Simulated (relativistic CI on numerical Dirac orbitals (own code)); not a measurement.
**Ligand-field terms of d8**

Computed with a parametric ligand-field model of a d^n configuration (Racah B and C, spin-orbit zeta, crystal field), exact diagonalisation.

Field parameters in Wybourne normalisation: Oh B⁴₀ = 21Dq, B⁴₄ = √(5/14) B⁴₀. The field is a parameter set, without covalency.

(1) Lowest levels for B = 320, C = 1550, ζ = 430 cm⁻¹, Oh, 10Dq = 25550 cm⁻¹?

(2) Lowest levels for B = 570, C = 2220, ζ = 4250 cm⁻¹, Oh, 10Dq = 21250 cm⁻¹?

(3) Lowest levels for B = 360, C = 1660, ζ = 580 cm⁻¹, Oh, 10Dq = 27500 cm⁻¹?

(4) Lowest levels for B = 650, C = 3120, ζ = 2050 cm⁻¹, Oh, 10Dq = 28650 cm⁻¹?

(5) Lowest levels for B = 740, C = 2710, ζ = 50 cm⁻¹, Oh, 10Dq = 13100 cm⁻¹?

## Answers

(1) T2 0 (S 1.00), E 5630 (S 0.00), A1 10780 (S 0.00), E 25423 (S 1.00), T1 25435 (S 1.00), T2 25659 (S 1.00), A2 25785 (S 1.00), T2 29163 (S 0.99), E 29214 (S 1.00) cm⁻¹, with S from ⟨S²⟩ = S(S + 1). The ground level has 2.00 electrons in the cubic e pair.

(2) T2 0 (S 0.99), E 8018 (S 0.23), A1 15512 (S 0.30), E 19756 (S 0.97), T1 19950 (S 0.96), T2 22474 (S 0.90), A2 25394 (S 1.00), T2 29145 (S 0.89), T1 29889 (S 0.97) cm⁻¹, with S from ⟨S²⟩ = S(S + 1). The ground level has 2.07 electrons in the cubic e pair.

(3) T2 0 (S 1.00), E 6162 (S 0.00), A1 11805 (S 0.00), E 27324 (S 1.00), T1 27342 (S 1.00), T2 27647 (S 1.00), A2 27824 (S 1.00), T2 31545 (S 0.99), E 31630 (S 1.00) cm⁻¹, with S from ⟨S²⟩ = S(S + 1). The ground level has 2.00 electrons in the cubic e pair.

(4) T2 0 (S 1.00), E 11142 (S 0.05), A1 20813 (S 0.07), E 28014 (S 0.99), T1 28107 (S 0.99), T2 29285 (S 0.99), A2 30058 (S 1.00), T2 35969 (S 0.97), T1 36361 (S 0.99) cm⁻¹, with S from ⟨S²⟩ = S(S + 1). The ground level has 2.01 electrons in the cubic e pair.

(5) T2 0 (S 1.00), E 11096 (S 0.00), T1 13088 (S 1.00), E 13089 (S 1.00), T2 13113 (S 1.00), A2 13125 (S 1.00), A1 19514 (S 0.21), T1 19700 (S 1.00), A1 19709 (S 0.91) cm⁻¹, with S from ⟨S²⟩ = S(S + 1). The ground level has 2.00 electrons in the cubic e pair.
